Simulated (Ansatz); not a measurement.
Ansatz (a first-principles code) input:
A basis named .json is the Basis Set Exchange file of that set.

Ansatz 0.2 input:
```yaml
crystal:
  periodic: [false, false, false]
  atoms:
    - {symbol: Sn, position_ang: [0.25472308, 0.15056357, 0.04465241]}
    - {symbol: O, position_ang: [0.04081424, -1.77867820, -0.07388488]}
    - {symbol: H, position_ang: [0.80209141, -2.37699009, 0.01244254]}
    - {symbol: O, position_ang: [-1.52401348, 0.90197804, -0.18611675]}
    - {symbol: H, position_ang: [-1.67265168, 1.86241301, -0.16504987]}
basis:
  gaussian:
    orbitals: def2-QZVPPD.json
hamiltonian:
  xc: hf
total_charge: 1
magnetization: {spin_polarized: true, initial_magnetization: 1}
```

Q: What final total energy does it print?

A: -364.05825 Eh (HF/def2-QZVPPD). The basis has 286 functions.
